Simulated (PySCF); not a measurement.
A structure optimised at PBE-D3(BJ)/def2-TZVP, used in a PySCF frequency run:

```xyz
3

Y      0.0000     0.0000     0.3496
F      0.0000    -1.5669    -0.7575
F      0.0000     1.5669    -0.7575
```
Charge +1, spin multiplicity 1.

Write its SMILES, formula and point group.

[F][Y+][F], F2Y, C2v

What are its rotational constants (standard atomic weights)?

15.490, 5.4174, 4.0137 GHz
